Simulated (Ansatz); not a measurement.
Start from `FCCF` and change one atom or group to get `FC[CH](F)[GeH3]`.

Ansatz, PBE0-D4/def2-TZVP geometries, multiplicity 1. Each molecule was computed in one conformer, which needn't be the lowest.

Scalar relativity is left out up to krypton.

```tsv
property	`FCCF`
LUMO energy (ωB97M-V/def2-TZVPP) / eV	2.88
size of the dipole moment (PBE/def2-TZVPP) / D	2.43
HOMO energy (PBE0/def2-TZVPP) / eV	-9.55
HOMO–LUMO gap (PBE0/def2-TZVPP) / eV	10.97
LUMO energy (PBE/def2-TZVPP) / eV	0.59
HOMO–LUMO gap (ωB97M-V/def2-TZVPP) / eV	14.86
```

Problem. What does the change do to each property? (An estimate is asked.)

Solution. Ansatz gave: 
```
                                      property  `FC[CH](F)[GeH3]`  shift
         LUMO energy (ωB97M-V/def2-TZVPP) / eV               2.16  -0.72
size of the dipole moment (PBE/def2-TZVPP) / D               2.21  -0.22
            HOMO energy (PBE0/def2-TZVPP) / eV              -8.64   0.91
          HOMO–LUMO gap (PBE0/def2-TZVPP) / eV               9.17  -1.80
             LUMO energy (PBE/def2-TZVPP) / eV              -0.27  -0.86
       HOMO–LUMO gap (ωB97M-V/def2-TZVPP) / eV              13.05  -1.81
```

With PBE0 the HOMO rises by 0.91 eV and the LUMO falls by 0.89 eV, so the gap narrows by about 1.80 eV. PBE moves the HOMO by 0.58 eV and ωB97M-V by 1.09 eV. Dipoles are sizes alone; their direction can turn.
